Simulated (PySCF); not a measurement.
Isomers of C4H11NO3Si2, mass 177.028 u with the commonest isotopes. Level of theory: PBE0/pcSseg-1 in PySCF (dipole) on a GFN2-xTB geometry, gas phase. One conformer each, none proved a minimum here; rigid rotors.

**Question.** Order these by rotational constant B, largest first.
A. `[CH2:1]=[C:2]([O:3][C:4](=[O:5])[O:6][CH3:7])[N:8]([SiH3:9])[SiH3:10]` with C1–C2–O3–C4 -57°, C2–O3–C4–O5 -1°, O3–C4–O6–C7 179°
B. `[CH2:1]=[N:2][SiH2:3][Si@H:4]([O:5][CH3:6])[C:7](=[O:8])[O:9][CH3:10]` with C1–N2–Si3–Si4 -112°, N2–Si3–Si4–O5 -174°, Si3–Si4–O5–C6 -176°, Si3–Si4–C7–O8 -26°, Si4–C7–O9–C10 -179°
C. `[CH3:1][NH:2][SiH2:3][O:4][C:5](=[O:6])/[CH:7]=[CH:8]/[O:9][SiH3:10]` with C1–N2–Si3–O4 -171°, N2–Si3–O4–C5 -53°, Si3–O4–C5–O6 1°, O4–C5–C7–C8 180°, C7–C8–O9–Si10 -1°
D. `[CH3:1][O:2][SiH2:3][Si:4]([C:5]#[N:6])([O:7][CH3:8])[O:9][CH3:10]` with C1–O2–Si3–Si4 -175°, O2–Si3–Si4–C5 66°, Si3–Si4–O7–C8 175°, Si3–Si4–O9–C10 57°

**Answer.** B (662.5 MHz), D (618.9 MHz), A (561.6 MHz), C (305.8 MHz).

**Question.** Order these by out-of-plane moment Σ m c² = (Ia + Ib − Ic)/2, largest first.
A. `[CH3:1][NH:2][SiH2:3][O:4][C:5](=[O:6])/[CH:7]=[CH:8]/[O:9][SiH3:10]` with C1–N2–Si3–O4 -171°, N2–Si3–O4–C5 -53°, Si3–O4–C5–O6 1°, O4–C5–C7–C8 180°, C7–C8–O9–Si10 -1°
B. `[CH2:1]=[N:2][SiH2:3][Si@H:4]([O:5][CH3:6])[C:7](=[O:8])[O:9][CH3:10]` with C1–N2–Si3–Si4 -112°, N2–Si3–Si4–O5 -174°, Si3–Si4–O5–C6 -176°, Si3–Si4–C7–O8 -26°, Si4–C7–O9–C10 -179°
C. `[CH3:1][O:2][SiH2:3][Si:4]([C:5]#[N:6])([O:7][CH3:8])[O:9][CH3:10]` with C1–O2–Si3–Si4 -175°, O2–Si3–Si4–C5 66°, Si3–Si4–O7–C8 175°, Si3–Si4–O9–C10 57°
D. `[CH2:1]=[C:2]([O:3][C:4](=[O:5])[O:6][CH3:7])[N:8]([SiH3:9])[SiH3:10]` with C1–C2–O3–C4 -57°, C2–O3–C4–O5 -1°, O3–C4–O6–C7 179°

**Answer.** C (193.17 u·Å²), A (40.60 u·Å²), D (37.11 u·Å²), B (31.63 u·Å²).

**Question.** Order these by radius of gyration √(Σ m r²/M), smallest first.
A. `[CH3:1][O:2][SiH2:3][Si:4]([C:5]#[N:6])([O:7][CH3:8])[O:9][CH3:10]` with C1–O2–Si3–Si4 -175°, O2–Si3–Si4–C5 66°, Si3–Si4–O7–C8 175°, Si3–Si4–O9–C10 57°
B. `[CH3:1][NH:2][SiH2:3][O:4][C:5](=[O:6])/[CH:7]=[CH:8]/[O:9][SiH3:10]` with C1–N2–Si3–O4 -171°, N2–Si3–O4–C5 -53°, Si3–O4–C5–O6 1°, O4–C5–C7–C8 180°, C7–C8–O9–Si10 -1°
C. `[CH2:1]=[N:2][SiH2:3][Si@H:4]([O:5][CH3:6])[C:7](=[O:8])[O:9][CH3:10]` with C1–N2–Si3–Si4 -112°, N2–Si3–Si4–O5 -174°, Si3–Si4–O5–C6 -176°, Si3–Si4–C7–O8 -26°, Si4–C7–O9–C10 -179°

**Answer.** A (2.426 Å), C (2.530 Å), B (3.155 Å).

```csv
SMILES,point group,Ia (u·Å²),Ib (u·Å²),Ic (u·Å²),κ,μa (D),μb (D),μc (D)
CO[SiH2][Si](C#N)(OC)OC,C1,418.89,816.53,849.07,-0.92,1.80,1.61,2.69
CN[SiH2]OC(=O)/C=C/O[SiH3],C1,150.30,1652.85,1721.96,-0.99,1.03,1.09,0.69
C=N[SiH2][Si@H](OC)C(=O)OC,C1,402.25,762.86,1101.85,-0.49,2.36,0.19,0.36
C=C(OC(=O)OC)N([SiH3])[SiH3],C1,254.34,899.85,1079.97,-0.88,0.58,0.89,0.07
```
